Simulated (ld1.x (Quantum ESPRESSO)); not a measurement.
# Building the PAW potential for Ga (Z = 31) (PBE, scalar-relativistic).

```json
{
 "Element": "Ga",
 "Generator": "ld1.x (Quantum ESPRESSO) 7.5",
 "Type": "PAW",
 "Functional": "PBE",
 "Relativity": "scalar-relativistic",
 "Frozen core": "[Ne]",
 "Valence charge": "21",
 "Reference configuration": "3s2 3p6 3d10 4s1.75 4p1.25",
 "Partial waves": "3s (bound): rcut 0.85, rcutus 1.15 bohr; 4s (bound): rcut 0.85, rcutus 1.15 bohr; 3p (bound): rcut 0.95, rcutus 1.05 bohr; 4p (bound): rcut 0.95, rcutus 1.05 bohr; 3d (bound): rcut 0.90, rcutus 0.96 bohr; 3d channel at 0.8 Ry: rcut 0.90, rcutus 0.96 bohr",
 "Local potential": "all-electron potential smoothed inside 0.80 bohr (lloc = -1)",
 "Core correction": "Bessel-smoothed model core inside 0.55 bohr",
 "Augmentation charge": "BESSEL, radius 0.85 bohr"
}
```

All-electron outer shells of the reference configuration (PBE, scalar-relativistic, ld1.x):

```csv
shell,level (eV),outermost node (bohr),outermost maximum (bohr)
2s,-1262.81,0.07,0.18
2p,-1099.32,–,0.15
3s,-148.63,0.27,0.56
3p,-99.37,0.24,0.56
3d,-19.65,–,0.53
4s,-9.24,0.81,1.90
4p,-2.78,0.87,2.53
```

Calculated quality:

```
Largest excitation error                  : -3.0 meV (all-electron minus pseudo) for 3s2 3p6 3d10 4s0 4p0, out of 7 test configurations
Lowest eigenvalue of the overlap operator : -0.37 (p channel); it is negative, so in a basis up to 400 Ry S is not positive definite and the file is unfit for use
```

The ghost test of this file was not conclusive. Its overlap operator is not positive definite in a basis up to 400 Ry (lowest eigenvalue p -0.37), so the file is unfit for use: the generalised eigenproblem breaks down once the basis is large enough, and its test numbers describe a broken file.

Generation and tests took about 1.5 s on one core of a shared server CPU.
